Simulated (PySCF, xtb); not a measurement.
C2H4Cl2Ge, SMILES [CH](=C)[GeH]([Cl])[Cl]. Other conformers were not sampled.

Harmonic wavenumbers (cm⁻¹) from GFN2-xTB (xtb) at its own minimum, in rising order: 40, 103, 123, 139, 308, 351, 364, 478, 525, 617, 645, 917, 982, 1017, 1229, 1391, 1651, 1768, 3043, 3069, 3094.

Problem. What does PBE0-D3(BJ)/def2-SVP (PySCF 2.14.0) give at its own minimum? (An estimate is asked for; the answer gives what the named calculation found.)

Solution. 75, 133, 145, 179, 337, 415, 439, 519, 611, 716, 741, 997, 1007, 1021, 1261, 1408, 1687, 2195, 3149, 3183, 3252. Paired by order, the mean absolute difference is 77 cm⁻¹ and the zero-point energies are 31.2 and 33.6 kcal/mol.
